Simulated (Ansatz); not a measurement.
Reaction (atomization): `O=C1O[Si]1(F)F` → C• + 2 F• + 2 O• + Si•

Computed with Ansatz on PBE0-D4/def2-TZVP structures; ΔE is electronic, products minus reactants. CCSD(T)/CBS adds triple-zeta CCSD(T) − MP2 to the extrapolated MP2 energy (def2 sets, frozen cores). This one scheme is used for every species, atoms too. DFT in def2-TZVPP. B3LYP here is the variant with VWN-RPA as its local correlation; programs differ in this. No spin–orbit coupling; open shells (•) take unrestricted orbitals. Spin–orbit coupling would lower the free atoms: a little for C, F, O, Si.

`O=C1O[Si]1(F)F`:

Z-matrix (Å, degrees):
```
Si
F 1 1.565
C 1 1.796 2 125.7
F 1 1.565 2 107.0 3 165.7
O 1 1.646 2 118.1 3 -58.1
O 3 1.169 1 171.4 2 81.5
```

```tsv
level	ΔE (kJ/mol)	difference from CCSD(T)/CBS
revPBE-D4	2886.9	11.3
B97M-V	2883.4	7.8
B3LYP-D4	2839.4	-36.2
ωB97X-V	2874.7	-0.9
PBE	2993.4	117.8
r2SCANh	2845.7	-29.9
BHLYP	2635.0	-240.6
MP2/def2-TZVPP	2957.8	82.2
CCSD(T)/def2-TZVPP	2772.1	-103.5
HF/CBS(def2)	1883.5	-992.1
CCSD(T)/CBS	2875.6	0
```

Largest T1 diagnostic among the species: 0.017.

From BLYP to BHLYP (50 % exact exchange), in def2-TZVPP and without D4, ΔE moves by −240.9 kJ/mol: exact exchange takes away binding that semilocal exchange gives to molecules. Leaving LDA and LC-ωPBE aside and taking each functional with its dispersion term where it has one, the values, not all of them listed here, spread over 355.3 kJ/mol, from BHLYP-D4 to PBE-D4. LDA lies +467.3 kJ/mol from PBE without D4, its usual overbinding.

For atomizations the MP2-based limit and the directly extrapolated one differ by several kJ/mol either way, and by 10 to 25 for some Ge, Se and Sn compounds, so smaller differences from it don't rank the levels.
